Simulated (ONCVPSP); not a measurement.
# lanthanum: one change to an ONCV potential, before and after

* Element: lanthanum
* Generator: ONCVPSP 4.0.1
* Type: optimised norm-conserving Vanderbilt (ONCV)
* Functional: PBE
* Relativity: scalar-relativistic
* Frozen core: [Kr] 4d10
* Valence charge: 11
* Reference configuration: 5s2 5p6 5d1.5 6s1.5
* Partial waves: 5s+6s: rc 2.70 bohr, ncon 4, nbas 8, qcut 4.9 1/bohr, 2 projectors; 5p: rc 2.70 bohr, ncon 4, nbas 8, qcut 4.7 1/bohr, 2 projectors, debl 3.8 Ha; 5d: rc 3.45 bohr, ncon 4, nbas 9, qcut 4.8 1/bohr, 1 projector; f scattering state at 0.07 Ha: rc 3.80 bohr, ncon 3, nbas 6, qcut 3.1 1/bohr, 1 projector
* Local potential: polynomial inside 2.60 bohr (lpopt 3, dvloc0 3 Ha)
* Core correction: Teter function fitted to the true core (icmod 2), fcfact 0.45

In the f channel the program set the typed energies aside and used -0.129 Ha.

All-electron outer shells of the reference configuration (PBE, scalar-relativistic, ld1.x):

| shell | level (eV) | outermost node (bohr) | outermost maximum (bohr) |
| --- | --- | --- | --- |
| 5s | -38.09 | 0.77 | 1.41 |
| 5p | -21.63 | 0.83 | 1.58 |
| 6s | -3.39 | 1.87 | 3.88 |
| 5d | -2.59 | 0.95 | 2.24 |

Change: all radii but the core radius scaled by about 1.30 (s 3.52, p 3.52, d 4.50, f 4.96 bohr); local potential polynomial inside 3.40 bohr (lpopt 3, dvloc0 3 Ha). In the p channel the program set the typed energies aside and used -0.795, 0.050 Ha. In the f channel the program set the typed energies aside and used -0.129 Ha.

Cutoffs: the cutoffs (Ha) at which the residual kinetic energy of the hardest occupied pseudo-wave falls to 1 and 0.1 mHa per electron; they do not see the model core or the augmentation charge, which bear on the density cutoff. Errors are all-electron minus pseudo energies relative to the spin-unpolarised reference configuration.

Q: Predict the effect on cutoff, ghosts and configuration errors.

A: The potential gets softer (7.3 Ha and 9.0 Ha → 5.4 Ha and 6.7 Ha); of the 4 tests that both files solve, the error grows in 3 and shrinks in 0 by more than 15 % and 0.3 meV (median size 0.3 → 1.5 meV); neither file shows a bound ghost. A larger radius leaves more room for a smooth pseudo-wave, so fewer plane waves are needed. More of the atom is replaced by a form fitted at one configuration, so other configurations suffer.

| quantity | base | changed |
| --- | --- | --- |
| cutoff, loose | 7.3 Ha | 5.4 Ha |
| cutoff, tight | 9.0 Ha | 6.7 Ha |
| loose cutoff by channel | s 7.3 Ha, p 4.8 Ha, d 5.8 Ha | s 3.5 Ha, p 5.4 Ha, d 4.9 Ha |
| bound ghosts | none | none |
| GHOST(+) flags under 300 eV | none | none |
| error for 5s2 5p6 5d1 6s2, meV [ΔE -0.35 eV] | -0.4 | +0.9 |
| error for 5s2 5p6 5d1 6s1, meV [ΔE 5.62 eV] | -0.2 | -2.0 |
| error for 5s2 5p6 5d1 6s0, meV [ΔE 16.51 eV] | -2.7 | -15 |
| error for 5s2 5p6 5d1 6s1.5, meV [ΔE 2.05 eV] | -0.1 | +0.2 |
| rms error of d²Exc/dni dnj with the model core, mHa | 1.10 | 1.64 |
